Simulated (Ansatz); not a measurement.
Cl₃F₂Ta, SMILES `[F][Ta]([F])([Cl])([Cl])[Cl]`. The species carries charge 0 and has multiplicity 1. Ta: def2 effective core potential. All single points use the PBE0-D4/def2-TZVP geometry.

```xyz
6

F     0.074   -1.870    0.370
Ta   -0.025   -0.053    0.052
F    -1.072    0.042    1.604
Cl   -1.723    0.854   -1.153
Cl    1.284   -0.375   -1.836
Cl    1.462    1.401    0.963
```

Task: What is the dipole moment at B3LYP/def2-TZVPP? (Estimate.)

Result: Computed: 0.67 D, with components (0.03, 0.63, -0.21) D in this frame, pointing from negative to positive charge.

Task: And with PBE, r2SCAN, ωB97M-V? (Estimate.)

Result: The calculation gave: PBE 0.54 D, r2SCAN 0.55 D, ωB97M-V 0.59 D.

Task: Give the Mulliken charges with B3LYP, PBE, ωB97M-V in def2-TZVPP. (Best estimate.)

Result: Ansatz gave: 
| atom | B3LYP | PBE | ωB97M-V |
| --- | --- | --- | --- |
| F1 | -0.24 | -0.19 | -0.23 |
| Ta2 | 1.03 | 0.84 | 0.93 |
| F3 | -0.28 | -0.22 | -0.27 |
| Cl4 | -0.14 | -0.12 | -0.11 |
| Cl5 | -0.23 | -0.20 | -0.20 |
| Cl6 | -0.14 | -0.12 | -0.11 |

B3LYP here is the variant with VWN-RPA as its local correlation; programs differ in this.
